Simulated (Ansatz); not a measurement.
Reaction (formal exchange of groups at a P–N bond): `C[SiH2]NPS` + `OCO` → `OPS` + `C[SiH2]NCO`

Isolated molecules relaxed with PBE0-D4/def2-TZVP in Ansatz; ΔE leaves out vibrations. CCSD(T)/CBS is the MP2 limit (def2-TZVPP, def2-QZVPP) plus CCSD(T) − MP2 in def2-TZVPP, frozen cores. This one scheme is used for every species. DFT in def2-TZVPP. B3LYP here is the variant with VWN-RPA as its local correlation; programs differ in this. Each species was taken in one conformer, which may not be the lowest.

Problem. Is it downhill or uphill in electronic energy at CCSD(T)/CBS, and by how much? (An estimate is asked.)

Solution. Ansatz gave: Downhill: ΔE = -7.1 kJ/mol.

Problem. What do these levels give: PBE0-D4, B3LYP-D4, r2SCAN, MP2/def2-TZVPP, HF/CBS(def2), CCSD/CBS(def2)? (Best estimate.)

Solution. Ansatz gave: PBE0-D4 -5.1, B3LYP-D4 -5.7, r2SCAN -10.6, MP2/def2-TZVPP -5.4, HF/CBS(def2) -9.4, CCSD/CBS(def2) -7.9 kJ/mol.

Largest T1 diagnostic among the species: 0.014.

The D4 term adds +8.6 kJ/mol with B3LYP and +4.9 kJ/mol with PBE0; it sums over pairs of atoms, weighted by their polarisabilities, and B3LYP, whose exchange is more repulsive, gets the larger term.
